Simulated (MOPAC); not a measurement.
MOPAC input (AM1):

```
AM1 1SCF GEO-OK AUX(PRECISION=9) THREADS=1
C3H8Se2

C    -2.62452800 1   -0.16961000 1    1.17374500 1
C    -1.48294600 1    0.74248400 1    0.72649400 1
C    -0.14734500 1    0.02515600 1    0.57200200 1
Se   -0.31196700 1   -1.40527600 1   -0.80030600 1
Se    1.34866800 1    1.26516900 1    0.22814400 1
H    -3.53009200 1    0.41429100 1    1.34479500 1
H    -2.37489100 1   -0.68421800 1    2.10403900 1
H    -2.85697400 1   -0.92960100 1    0.42628900 1
H    -1.73810100 1    1.22949900 1   -0.21806800 1
H    -1.34206400 1    1.54029700 1    1.45922700 1
H     0.13667000 1   -0.45685300 1    1.50610200 1
H     1.13639100 1   -1.62581500 1   -0.91161500 1
H     0.85013300 1    1.68784200 1   -1.09072200 1
```

From the output:

```
                                                       MOPAC v23.2.5 Linux

          FINAL HEAT OF FORMATION =         28.86262 KCAL/MOL =     120.76122 KJ/MOL

          COSMO AREA              =        147.89 SQUARE ANGSTROMS
          COSMO VOLUME            =        146.02 CUBIC ANGSTROMS

          IONIZATION POTENTIAL    =          7.714379 EV
          HOMO LUMO ENERGIES (EV) =         -7.714 -0.286
          NO. OF FILLED LEVELS    =         16
          MOLECULAR WEIGHT        =        202.0162         POINT GROUP:  C1

          MOLECULAR DIMENSIONS (Angstroms)

            Atom       Atom       Distance
            H    12    H     6     5.57041
            H    13    H     7     4.05654
            H     8   Se     5     2.79569

          SCF CALCULATIONS        =          1

   ATOM   CHEMICAL          X               Y               Z
  NUMBER   SYMBOL      (ANGSTROMS)     (ANGSTROMS)     (ANGSTROMS)

     1       C         -2.62452800  *  -0.16961000  *   1.17374500  *
     2       C         -1.48294600  *   0.74248400  *   0.72649400  *
     3       C         -0.14734500  *   0.02515600  *   0.57200200  *
     4      Se         -0.31196700  *  -1.40527600  *  -0.80030600  *
     5      Se          1.34866800  *   1.26516900  *   0.22814400  *
     6       H         -3.53009200  *   0.41429100  *   1.34479500  *
     7       H         -2.37489100  *  -0.68421800  *   2.10403900  *
     8       H         -2.85697400  *  -0.92960100  *   0.42628900  *
     9       H         -1.73810100  *   1.22949900  *  -0.21806800  *
    10       H         -1.34206400  *   1.54029700  *   1.45922700  *
    11       H          0.13667000  *  -0.45685300  *   1.50610200  *
    12       H          1.13639100  *  -1.62581500  *  -0.91161500  *
    13       H          0.85013300  *   1.68784200  *  -1.09072200  *

                             CARTESIAN COORDINATES

   1    C       -2.624528000    -0.169610000     1.173745000
   2    C       -1.482946000     0.742484000     0.726494000
   3    C       -0.147345000     0.025156000     0.572002000
   4   Se       -0.311967000    -1.405276000    -0.800306000
   5   Se        1.348668000     1.265169000     0.228144000
   6    H       -3.530092000     0.414291000     1.344795000
   7    H       -2.374891000    -0.684218000     2.104039000
   8    H       -2.856974000    -0.929601000     0.426289000
   9    H       -1.738101000     1.229499000    -0.218068000
  10    H       -1.342064000     1.540297000     1.459227000
  11    H        0.136670000    -0.456853000     1.506102000
  12    H        1.136391000    -1.625815000    -0.911615000
  13    H        0.850133000     1.687842000    -1.090722000

           Empirical Formula: C3 H8 Se2  =    13 atoms

      MOLECULAR POINT GROUP   :   C1

                  EIGENVALUES
 -35.16495 -27.83089 -22.71229 -19.92565 -19.10181 -15.97730 -14.82272 -14.15557
 -13.04921 -12.43124 -12.09871 -12.04389 -11.50238 -10.39762  -7.93229  -7.71438
  -0.28599  -0.06941   0.50360   0.80940   3.60952   3.84058   4.19007   4.32213
   4.53837   4.83230   4.89099   5.16532

              NET ATOMIC CHARGES AND DIPOLE CONTRIBUTIONS

  ATOM NO.   TYPE          CHARGE      No. of ELECS.   s-Pop       p-Pop
    1          C          -0.207263        4.2073     1.21607     2.99120
    2          C          -0.148367        4.1484     1.21253     2.93584
    3          C          -0.289013        4.2890     1.32055     2.96846
    4         Se           0.052000        5.9480     1.95912     3.98888
    5         Se           0.066393        5.9336     1.95895     3.97466
    6          H           0.077357        0.9226     0.92264
    7          H           0.075790        0.9242     0.92421
    8          H           0.081091        0.9189     0.91891
    9          H           0.089685        0.9103     0.91032
   10          H           0.094552        0.9054     0.90545
   11          H           0.117327        0.8827     0.88267
   12          H          -0.002679        1.0027     1.00268
   13          H          -0.006871        1.0069     1.00687
 DIPOLE           X         Y         Z       TOTAL
 POINT-CHG.    -0.387     0.137     0.289     0.502
 HYBRID        -0.007     0.161     0.013     0.162
 SUM           -0.394     0.298     0.302     0.579

          ATOMIC ORBITAL ELECTRON POPULATIONS

     Atom    s        px        py        pz
    1  C   1.21607   0.97252   0.99783   1.02084
    2  C   1.21253   0.92065   0.98393   1.03126
    3  C   1.32055   0.97995   0.96500   1.02351
    4 Se   1.95912   1.02750   1.44043   1.52095
    5 Se   1.95895   1.24816   1.53053   1.19597
    6  H   0.92264
    7  H   0.92421
    8  H   0.91891
    9  H   0.91032
   10  H   0.90545
   11  H   0.88267
   12  H   1.00268
   13  H   1.00687

 **********************
 *                    *
 * JOB ENDED NORMALLY *
 *                    *
 **********************

 == MOPAC DONE ==
```

The geometry given is a B3LYP-D3(BJ)/def2-TZVP minimum.
